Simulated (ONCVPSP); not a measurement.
## Scattering properties, ONCV potential for Nd

| Quantity | Value |
| --- | --- |
| Element | neodymium (Nd) |
| Generator | ONCVPSP 4.0.1 |
| Type | optimised norm-conserving Vanderbilt (ONCV) |
| Functional | PBE |
| Relativity | scalar-relativistic |
| Frozen core | [Kr] 4d10 |
| Valence charge | 14 |
| Reference configuration | 4f3 5s2 5p6 (charge +3) |
| Partial waves | 5s: rc 2.10 bohr, ncon 4, nbas 8, qcut 5.6 1/bohr, 2 projectors, debl 2.7 Ha; 5p: rc 1.55 bohr, ncon 4, nbas 8, qcut 6.3 1/bohr, 2 projectors, debl 1.6 Ha; d scattering state at 0.13 Ha: rc 1.60 bohr, ncon 4, nbas 8, qcut 6.5 1/bohr, 2 projectors, debl 0.9 Ha; 4f: rc 1.50 bohr, ncon 3, nbas 8, qcut 11.4 1/bohr, 3 projectors, debl 3.8 Ha |
| Local potential | polynomial inside 1.15 bohr (lpopt 5, dvloc0 -1 Ha) |
| Core correction | Teter function, fcfact 4, rcfact 1.45 |

In the s channel the program set the typed energies aside and used -2.479, 0.050 Ha. In the p channel the program set the typed energies aside and used -1.766, 0.250 Ha. In the d channel the program set the typed energies aside and used 0.050, 0.950 Ha.

The phase is arctan(r·R′/R) of the radial function R(r), unwrapped; energies in Ha, scanned from -4 to 5 Ha. A pole is an energy at which the radial function vanishes at the test radius. The pseudo phase is shifted by a multiple of π to meet the all-electron one at the reference energy, and phase errors are pseudo minus all-electron; the curves can meet again beyond the range given. Levels narrower than the energy grid can be missing from the lists of poles.

Question: For each channel, where are the poles, and over which energies does the pseudopotential scatter like the atom?

Answer:

| channel | radius (bohr) | reference energy (Ha) | poles, all-electron | poles, pseudo | unbroken range about the reference energy with phases within 0.05 rad | phase error 1 Ha above the reference energy (rad) |
| --- | --- | --- | --- | --- | --- | --- |
| s | 2.14 | -2.48 | -2.06, 3.97 | -2.06, 3.87 | the whole range | -0.000 |
| p | 1.58 | -1.77 | 1.45 | 1.43, 2.32 | below 2.1 | -0.000 |
| d | 1.62 | 0.05 | 3.25 | 3.10 | below 3.8 | +0.000 |
| f | 1.52 | -1.13 | -0.64 | -0.64 | the whole range | -0.000 |

Note: ghosts flagged at negative energy: s at -150.7 eV; GHOST(+) flagged for p at 60.3 eV, d at 129.5 eV. A true bound ghost makes a file unfit for plane-wave use.

Phases in the p channel:

```tsv
E (Ha)	all-electron	pseudo
-3.98	0.954	0.950
-3.74	0.871	0.867
-3.50	0.759	0.756
-3.26	0.609	0.605
-3.02	0.404	0.401
-2.78	0.137	0.134
-2.54	-0.174	-0.175
-2.30	-0.477	-0.477
-2.06	-0.728	-0.728
-1.82	-0.917	-0.917
-1.58	-1.057	-1.057
-1.34	-1.160	-1.160
-1.10	-1.239	-1.239
-0.86	-1.301	-1.301
-0.62	-1.351	-1.351
-0.38	-1.391	-1.391
-0.14	-1.425	-1.425
0.10	-1.455	-1.455
0.34	-1.480	-1.480
0.58	-1.503	-1.503
0.82	-1.524	-1.524
1.06	-1.543	-1.543
1.30	-1.560	-1.561
1.54	-1.577	-1.579
1.78	-1.593	-1.599
2.02	-1.608	-1.628
2.26	-1.623	-4.649
2.50	-1.639	-4.754
2.74	-1.654	-4.777
2.98	-1.670	-4.794
3.22	-1.687	-4.811
3.46	-1.705	-4.827
3.70	-1.724	-4.845
3.94	-1.746	-4.863
4.18	-1.769	-4.883
4.42	-1.797	-4.906
4.66	-1.829	-4.931
4.90	-1.868	-4.961
```
